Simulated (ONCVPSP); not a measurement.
## Varying the ONCV potential for Be

Base potential:

```json
{
 "Element": "beryllium (Be)",
 "Generator": "ONCVPSP 4.0.1",
 "Type": "optimised norm-conserving Vanderbilt (ONCV)",
 "Functional": "PBE",
 "Relativity": "non-relativistic",
 "Frozen core": "none",
 "Valence charge": "4",
 "Reference configuration": "1s2 2s1 (charge +1)",
 "Partial waves": "1s+2s: rc 0.80 bohr, ncon 5, nbas 10, qcut 15.5 1/bohr, 2 projectors; p scattering state at 0.15 Ha: rc 0.80 bohr, ncon 4, nbas 8, qcut 9.4 1/bohr, 2 projectors, debl 1 Ha; d scattering state at 0.43 Ha: rc 0.65 bohr, ncon 4, nbas 8, qcut 13.8 1/bohr, 2 projectors, debl 3.3 Ha",
 "Local potential": "polynomial inside 0.45 bohr (lpopt 5, dvloc0 -1 Ha)",
 "Core correction": "none"
}
```

Cutoffs, loose and tight: the cutoffs (Ha) at which the residual kinetic energy of the hardest occupied pseudo-wave falls to 1 and 0.1 mHa per electron. They do not see the model core or the augmentation charge, which bear on the density cutoff. Test errors are all-electron minus pseudo excitation energies from the reference, over the configurations 1s2 2s2; 1s2 2s0; 1s2 2s1.5; 1s2 2s0 2p1. A dash means not determined; rows that change the core or the reference have their own tests.

| change | outcome | cutoff, loose | cutoff, tight | bound ghosts | GHOST(+) flags above zero | largest test error (meV) |
| --- | --- | --- | --- | --- | --- | --- |
| base | generated | 92 Ha | 107 Ha | none | p | +1.5 |
| p: nbas 9 | generated | 92 Ha | 107 Ha | none | none | +1.5 |
| local potential polynomial inside 0.55 bohr (lpopt 5, dvloc0 6 Ha) | generated | 92 Ha | 107 Ha | none | p | +1.5 |

(1) What comes out with this change to the base: s: qcut 15.4; p: qcut 9.3; d: qcut 13.7?

Answers

(1) outcome: generated; cutoff, loose: 92 Ha; cutoff, tight: 106 Ha; bound ghosts: none; GHOST(+) flags above zero: p; largest test error (meV): +1.5.
